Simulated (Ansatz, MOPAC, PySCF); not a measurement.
Complex: H3NSe (SMILES N[SeH]) (first 5 atoms) with H2O (SMILES O); geometry from B3LYP-D3(BJ)/def2-TZVP.
(charge 0, multiplicity 1):
```xyz
8

N     -1.07292     0.40476     0.50212
Se     0.39156    -0.45012    -0.29184
H     -1.14491     1.36279     0.18173
H     -1.93319    -0.08622     0.29239
H     -0.03129    -0.39510    -1.71329
O     -0.20334     0.36879     3.33455
H     -0.57862     0.39415     2.43657
H     -0.30254    -0.54208     3.62689
```

Interaction energies are E(AB) − E(A) − E(B) at the monomers' geometry in the complex; basis-set methods are counterpoise corrected. Rows marked so take none.

Rows in 6-31G* carry no dispersion term and start afresh at each structure (6-31G* with six Cartesian d functions); the Pople sets are all-electron and without relativity. The state that PM6 reach isn't checked.

The values were computed with Ansatz (an electronic-structure program); MOPAC for PM6 (differences of heats of formation); PySCF for 6-31G* rows, the dispersion terms. 

Problem. One of these levels gives -5.19 kcal/mol for the interaction energy. Name it.
A. PM6
B. BLYP/def2-TZVPPD
C. revPBE-D4/def2-TZVPPD
D. M06-2X/6-31G* (no counterpoise)

Solution. C, revPBE-D4/def2-TZVPPD. The others give -2.50 (PM6), -3.69 (BLYP/def2-TZVPPD), -7.32 (M06-2X/6-31G* (no counterpoise))
